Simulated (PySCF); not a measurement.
**Ce⁴³⁺: ionisation energy**

Ce⁴³⁺ [Ne] 3s2 3p3 (4S) → Ce⁴⁴⁺ [Ne] 3s2 3p2 (3P), as a difference of total energies. Calculation: PySCF 2.14, in an uncontracted even-tempered set (18 s from 8.8 bohr⁻², ratio 2.5; 12 p from 11 bohr⁻², ratio 2.5; 4 d from 46 bohr⁻², ratio 2.7; 4 f from 69 bohr⁻², ratio 2.7); scalar relativity by spin-free X2C-1e. Correlated levels: outer shells: 1s2 frozen; virtual orbitals above 40 to 60 times the deepest correlated orbital energy dropped. The calculations carry no spin-orbit coupling.

```json
{"method": "UHF", "ionisation energy (eV)": "3415.0"}
{"method": "MP2 (outer shells)", "ionisation energy (eV)": "3415.6"}
{"method": "SCS-MP2 (outer shells)", "ionisation energy (eV)": "3415.3"}
{"method": "CCSD (outer shells)", "ionisation energy (eV)": "3415.4"}
{"method": "CCSD(T) (outer shells)", "ionisation energy (eV)": "3415.4"}
```

Spin-orbit coupling is strong in these open shells (close to jj coupling). The scalar numbers leave it out and a first-order estimate fails, so it can dominate the gap to the real levels.

The ground level that NIST lists for one species does not belong to the high-spin term computed here, so part of any gap is the choice of state.

Breit and QED terms and the two-electron picture change are absent.

For comparison: 3366 ± 4 eV (theoretical estimate listed by NIST; NIST Atomic Spectra Database, ionization energies).
